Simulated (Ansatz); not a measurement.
Reaction (formal exchange of groups at the Si–N bond): `O[SiH](O)N[Si](F)(F)F` + `BCl` → `F[Si](F)(F)BCl` + `N[SiH](O)O`

Computed with Ansatz on PBE0-D4/def2-TZVP structures; ΔE is electronic, products minus reactants. CCSD(T)/CBS adds triple-zeta CCSD(T) − MP2 to the extrapolated MP2 energy (def2 sets, frozen cores). This one scheme is used for every species. Each species was taken in one conformer, which may not be the lowest.

```csv
species,HF/CBS(def2) energy (Eh)
`O[SiH](O)N[Si](F)(F)F`,-1083.41363
`BCl`,-485.40639
`F[Si](F)(F)BCl`,-1072.47151
`N[SiH](O)O`,-496.29883
```

Task: Work out ΔE.

Result: ΔE = (-1072.47151) + (-496.29883) − (-1083.41363) − (-485.40639) = 0.04968 Eh = +1.35 eV. CCSD(T)/CBS gives +1.17 eV.

Largest T1 diagnostic among the species: 0.013.

From BLYP to BHLYP (50 % exact exchange), in def2-TZVPP and without D4, ΔE moves by +0.24 eV. Leaving LDA and LC-ωPBE aside and taking each functional with its dispersion term where it has one, the values, not all of them listed here, spread over 0.31 eV, from PBE-D4 to BHLYP-D4. LDA lies +0.10 eV from PBE without D4.
